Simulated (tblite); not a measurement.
Compound: C₆H₉O₂ (doublet state).
SMILES with atom numbers: `[CH2:1][O:2][C:3](=[O:4])[C:5](=[CH2:6])[CH2:7][CH3:8]` (hydrogens: H9, H10 on C1; H11, H12 on C6; H13, H14 on C7; H15, H16, H17 on C8)
Bond orders are those of one Lewis drawing.

Computed with GFN2-xTB (tblite), gas phase: L-BFGS steps from a force-field or distance-geometry start until the largest atomic force falls under 0.01 eV/Å.

Step 87: E = -693.1619 eV
```
atom  x, y, z in Å  |  force x, y, z in eV/Å
C1      2.7663    0.6746   -0.3590    0.007  -0.027  -0.005
O2      1.4708    0.4117   -0.2749   -0.024   0.012   0.032
C3      1.0497   -0.7804    0.2524    0.033  -0.037  -0.008
O4      1.8373   -1.6364    0.5994   -0.008   0.057   0.021
C5     -0.4156   -0.8643    0.3362    0.013   0.004  -0.009
C6     -0.9453   -1.8726    1.0296   -0.015  -0.008  -0.014
C7     -1.2504    0.2091   -0.3026    0.012   0.012   0.011
C8     -1.3896    1.4097    0.6358    0.013   0.002   0.004
H9      3.0155    1.6465   -0.7314    0.025   0.014  -0.026
H10     3.4858   -0.0556   -0.0330   -0.008   0.011  -0.007
H11    -0.3142   -2.5965    1.5134    0.008  -0.038  -0.012
H12    -2.0095   -1.9881    1.1284   -0.039  -0.028   0.024
H13    -0.7961    0.5336   -1.2402   -0.014  -0.013   0.015
H14    -2.2410   -0.1963   -0.5183    0.020   0.015   0.001
H15    -0.4172    1.8539    0.8332   -0.001   0.003  -0.009
H16    -1.8231    1.0997    1.5846   -0.013   0.007  -0.028
H17    -2.0303    2.1636    0.1860   -0.008   0.015   0.009
```

Step 88: E = -693.1624 eV
```
atom  x, y, z in Å  |  force x, y, z in eV/Å
C1      2.7664    0.6721   -0.3635    0.002  -0.025   0.001
O2      1.4706    0.4087   -0.2836   -0.020   0.020   0.031
C3      1.0486   -0.7777    0.2551    0.023  -0.028  -0.017
O4      1.8352   -1.6295    0.6134    0.016   0.041   0.028
C5     -0.4165   -0.8633    0.3350    0.007  -0.010  -0.011
C6     -0.9450   -1.8736    1.0267   -0.020  -0.017  -0.022
C7     -1.2514    0.2098   -0.3033    0.008   0.029   0.025
C8     -1.3876    1.4089    0.6376    0.001   0.021   0.010
H9      3.0179    1.6399   -0.7445    0.020   0.020  -0.030
H10     3.4843   -0.0505   -0.0187   -0.002   0.000  -0.008
H11    -0.3117   -2.5978    1.5084   -0.005  -0.026  -0.012
H12    -2.0094   -1.9928    1.1228   -0.027  -0.027   0.026
H13    -0.7991    0.5349   -1.2415   -0.004  -0.013   0.012
H14    -2.2432   -0.1935   -0.5178    0.024   0.011   0.006
H15    -0.4162    1.8559    0.8357   -0.004  -0.020  -0.017
H16    -1.8204    1.0967    1.5860   -0.007   0.006  -0.023
H17    -2.0296    2.1638    0.1918   -0.014   0.018   0.000
```

Step 89: E = -693.1630 eV
```
atom  x, y, z in Å  |  force x, y, z in eV/Å
C1      2.7652    0.6698   -0.3698    0.008  -0.019   0.011
O2      1.4691    0.4053   -0.2946   -0.006   0.017   0.030
C3      1.0474   -0.7753    0.2579    0.011  -0.010  -0.012
O4      1.8340   -1.6199    0.6320    0.034   0.028   0.028
C5     -0.4176   -0.8631    0.3335    0.001  -0.025  -0.011
C6     -0.9460   -1.8753    1.0230   -0.018  -0.025  -0.028
C7     -1.2512    0.2109   -0.3040    0.000   0.036   0.032
C8     -1.3844    1.4077    0.6401   -0.020   0.038   0.010
H9      3.0201    1.6332   -0.7603    0.007   0.011  -0.030
H10     3.4812   -0.0437   -0.0022   -0.004  -0.002  -0.014
H11    -0.3107   -2.5999    1.5028   -0.021  -0.012  -0.015
H12    -2.0108   -1.9978    1.1169   -0.005  -0.021   0.025
H13    -0.8007    0.5368   -1.2424    0.008  -0.010   0.008
H14    -2.2440   -0.1901   -0.5183    0.021   0.008   0.011
H15    -0.4137    1.8572    0.8374   -0.005  -0.035  -0.019
H16    -1.8159    1.0923    1.5880    0.001   0.007  -0.016
H17    -2.0290    2.1639    0.1995   -0.012   0.015  -0.008
```

Task: Estimate the geometry and energy of step 90. (The exact step hangs on the optimiser's Hessian estimate; all steps are aligned on step 89, rigid shifts and turns removed.)

Result: E = -693.1636 eV, largest force 0.074 eV/Å
```
atom  x, y, z in Å  |  force x, y, z in eV/Å
C1      2.7636    0.6674   -0.3761   -0.020   0.024   0.003
O2      1.4671    0.4036   -0.3019    0.006   0.028   0.014
C3      1.0466   -0.7726    0.2610   -0.019   0.024  -0.004
O4      1.8346   -1.6087    0.6489    0.061  -0.018   0.038
C5     -0.4184   -0.8636    0.3331   -0.010  -0.031  -0.009
C6     -0.9472   -1.8782    1.0194   -0.013  -0.029  -0.033
C7     -1.2508    0.2120   -0.3034   -0.005   0.028   0.028
C8     -1.3815    1.4079    0.6421   -0.030   0.041   0.003
H9      3.0230    1.6274   -0.7722   -0.011   0.008  -0.033
H10     3.4764   -0.0383    0.0078    0.035  -0.045   0.003
H11    -0.3108   -2.6036    1.4978   -0.033   0.001  -0.021
H12    -2.0125   -2.0042    1.1107    0.020  -0.012   0.022
H13    -0.8020    0.5369   -1.2425    0.022  -0.003   0.002
H14    -2.2438   -0.1873   -0.5179    0.009   0.004   0.018
H15    -0.4111    1.8579    0.8390   -0.001  -0.043  -0.016
H16    -1.8134    1.0904    1.5886    0.005   0.006   0.006
H17    -2.0267    2.1651    0.2049   -0.016   0.019  -0.021
```

The energy changes by -0.0006 eV. The first-order estimate −F·Δx gives -0.0009 eV and the mean of the old and new forces, exact on a quadratic surface, -0.0006 eV. The step makes an angle of 79° with the force vector and moves no atom by more than 0.020 Å.

What follows is the cost of the whole relaxation. The run took 0.75 s on an Arm Neoverse V1 with one thread, on a shared host.
